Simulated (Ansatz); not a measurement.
Diatomic BRh, multiplicity 3 (an upper state: multiplicity 1 came lower at CCSD(T)/def2-TZVPP on PBE0 minima). No spin–orbit coupling.

Constants: fifth-degree fit in 1/R to seven points, most abundant isotopes. In def2 and cc sets the state is the lowest found near the PBE0 minimum, followed along R.

The values were computed with Ansatz (a program for electronic structure). Each number belongs to the level named beside it. In def2 rows elements past Kr take small-core potentials, without spin–orbit coupling.

```csv
level,r_e (Å),ω_e (cm⁻¹),α_e (cm⁻¹),B_e (cm⁻¹),dipole (D)
PBE/def2-TZVPP,1.772,818,0.0041,0.540,1.61
PBE0/def2-TZVPP,1.757,825,0.0042,0.549,1.73
wB97X-V/def2-TZVPP,1.757,812,0.0043,0.549,2.02
CCSD/def2-TZVPP,1.756,827,0.0039,0.550,-
CCSD(T)/def2-TZVPP,1.770,829,0.0034,0.541,-
```

Correlated levels freeze the inner cores; with def2 sets outer-core shells near the valence are correlated too.
